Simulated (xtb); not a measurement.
xtb input (GFN2-xTB):

```bash
xtb mol.xyz --gfn 2 --sp --chrg -1 --uhf 0
```
mol.xyz:
```
3

Ba    -0.00000000    -0.00000000    -0.31928863
O      0.00000000     0.00000000     1.88015449
H      0.00000000     0.00000000     2.83892715
```

End of the output:

```
         :::::::::::::::::::::::::::::::::::::::::::::::::::::
         ::                     SUMMARY                     ::
         :::::::::::::::::::::::::::::::::::::::::::::::::::::
         :: total energy              -5.203241196808 Eh    ::
         :: gradient norm              0.032963361455 Eh/a0 ::
         :: HOMO-LUMO gap              3.441277997766 eV    ::
         ::.................................................::
         :: SCC energy                -5.221874429635 Eh    ::
         :: -> isotropic ES            0.187956980790 Eh    ::
         :: -> anisotropic ES         -0.007960834386 Eh    ::
         :: -> anisotropic XC          0.000988762078 Eh    ::
         :: -> dispersion             -0.001312703054 Eh    ::
         :: repulsion energy           0.018633232827 Eh    ::
         :: add. restraining           0.000000000000 Eh    ::
         :: total charge              -1.000000000000 e     ::
         :::::::::::::::::::::::::::::::::::::::::::::::::::::

           -------------------------------------------------
          |                Property Printout                |
           -------------------------------------------------

    * Orbital Energies and Occupations

         #    Occupation            Energy/Eh            Energy/eV
      -------------------------------------------------------------
         1        2.0000           -0.3875908             -10.5469
         2        2.0000           -0.2611128              -7.1052
         3        2.0000           -0.1511759              -4.1137
         4        2.0000           -0.1511759              -4.1137
         5        2.0000            0.0161488               0.4394 (HOMO)
         6                          0.1426134               3.8807 (LUMO)
         7                          0.1426134               3.8807
         8                          0.1826545               4.9703
         9                          0.1826545               4.9703
Note: The following floating-point exceptions are signalling: IEEE_UNDERFLOW_FLAG IEEE_DENORMAL
normal termination of xtb
        10                          0.2489257               6.7736
        11                          0.2866434               7.8000
        12                          0.2866434               7.8000
        13                          0.3578696               9.7381
        14                          0.6295222              17.1302
      -------------------------------------------------------------
                  HL-Gap            0.1264646 Eh            3.4413 eV
             Fermi-level            0.0793811 Eh            2.1601 eV

     #   Z          covCN         q      C6AA      α(0)
     1  56 Ba       0.708    -0.410  4367.543   301.338
     2   8 O        1.457    -0.720    28.441     7.188
     3   1 H        0.862     0.130     1.543     1.946

 Mol. C6AA /au·bohr⁶  :       4968.369483
 Mol. C8AA /au·bohr⁸  :    1394508.135339
 Mol. α(0) /au        :        310.471411

Wiberg/Mayer (AO) data.
largest (>0.10) Wiberg bond orders for each atom

 ---------------------------------------------------------------------------
     #   Z sym  total        # sym  WBO       # sym  WBO       # sym  WBO
 ---------------------------------------------------------------------------
     1  56 Ba   0.771 --     2 O    0.764
     2   8 O    1.740 --     3 H    0.976     1 Ba   0.764
     3   1 H    0.983 --     2 O    0.976
 ---------------------------------------------------------------------------

Topologies differ in total number of bonds
Writing topology from bond orders to xtbtopo.mol

molecular dipole:
                 x           y           z       tot (Debye)
 q only:        0.000       0.000      -1.611
   full:        0.000       0.000      -1.532       3.894
molecular quadrupole (traceless):
                xx          xy          yy          xz          yz          zz
 q only:        2.744       0.000       2.744       0.000       0.000      -5.488
  q+dip:        1.831       0.000       1.831       0.000       0.000      -3.662
   full:        0.047      -0.000       0.047       0.000      -0.000      -0.094

           -------------------------------------------------
          | TOTAL ENERGY               -5.203241196808 Eh   |
          | GRADIENT NORM               0.032963361455 Eh/α |
          | HOMO-LUMO GAP               3.441277997766 eV   |
           -------------------------------------------------

------------------------------------------------------------------------
------------------------------------------------------------------------
 total:
 SCF:
```

This state (charge -1, singlet) is run at the relaxed geometry of the species with charge 0 and multiplicity 2.
